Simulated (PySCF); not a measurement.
C6H3F3.
SMILES: `FC1=CC(F)=C(F)C=C1`

All values: PBE0/def2-SVPD (PySCF, non-relativistic), on one gas-phase PBE0-D3(BJ)/def2-SVP geometry that isn't relaxed in the solvent. The solvent is an IEF-PCM continuum (Bondi radii, 1.10 Å for H, scaled by 1.2), and excitations are vertical TDDFT with non-equilibrium linear response and a frozen core. Only the electrostatic response of the medium enters.

Gas-phase singlets (H = HOMO, L = LUMO):

| state | E (eV) | λ (nm) | f | leading configurations |
| --- | --- | --- | --- | --- |
| S1 | 5.275 | 235 | 0.033 | H→L 78%, H-1→L+1 22% |
| S2 | 6.181 | 201 | 0.001 | H→L+1 53%, H-1→L 46% |
| S3 | 6.739 | 184 | 0.002 | H→L+2 98% |
| S4 | 7.062 | 176 | 0.541 | H-1→L 51%, H→L+1 45% |
| S5 | 7.205 | 172 | 0.002 | H→L+3 99% |

Question: What are the lowest 5 singlets in chloroform (ε = 4.711)?

Answer: 
```csv
state,E (eV),λ (nm),f,leading configurations,change by rank (eV)
S1,5.294,234,0.043,"H→L 79%, H-1→L+1 21%",+0.019
S2,6.169,201,0.000,"H→L+1 51%, H-1→L 48%",-0.012
S3,6.674,186,0.003,H→L+2 98%,-0.065
S4,6.897,180,0.677,"H-1→L 49%, H→L+1 46%",-0.165
S5,7.066,175,0.661,"H-1→L+1 76%, H→L 20%",-0.139
```

Question: How does the list change in water (ε = 78.36)?

Answer: 
```tsv
state	E (eV)	λ (nm)	f	leading configurations	change by rank (eV)
S1	5.313	233	0.037	H→L 78%, H-1→L+1 22%	+0.038
S2	6.183	201	0.000	H→L+1 51%, H-1→L 48%	+0.002
S3	6.651	186	0.002	H→L+2 98%	-0.088
S4	6.947	178	0.651	H-1→L 50%, H→L+1 46%	-0.115
S5	7.102	175	0.638	H-1→L+1 75%, H→L 21%	-0.103
```

Question: The ground-state energy changes by -0.145 eV from gas to water. By how much does the total energy of gas-phase S1 change?

Answer: E(S1) = E(S0) + excitation energy, so it changes by -0.145 + 0.038 = -0.107 eV: it is lowered less than the ground state, which is what a blue shift means. This is the vertical state, with the slow part of the continuum still set for S0.

Question: How do the frontier levels move from gas to water?

Answer: 
```json
{"orbital": "LUMO+2", "gas (eV)": "0.69", "solvent (eV)": "0.70", "change (eV)": "+0.01"}
{"orbital": "LUMO+1", "gas (eV)": "-0.44", "solvent (eV)": "-0.29", "change (eV)": "+0.15"}
{"orbital": "LUMO", "gas (eV)": "-1.01", "solvent (eV)": "-0.80", "change (eV)": "+0.21"}
{"orbital": "HOMO", "gas (eV)": "-7.39", "solvent (eV)": "-7.27", "change (eV)": "+0.12"}
{"orbital": "HOMO-1", "gas (eV)": "-8.05", "solvent (eV)": "-7.86", "change (eV)": "+0.19"}
{"orbital": "HOMO-2", "gas (eV)": "-10.55", "solvent (eV)": "-10.42", "change (eV)": "+0.13"}
{"orbital": "HOMO-3", "gas (eV)": "-10.71", "solvent (eV)": "-10.52", "change (eV)": "+0.19"}
```

The HOMO–LUMO gap goes from 6.38 to 6.47 eV.

Hardware: one thread of an Arm Neoverse V1, no GPU, on a shared host. Cost: 36 s wall. This is the whole response run at PBE0/def2-SVPD in water, SCF included.
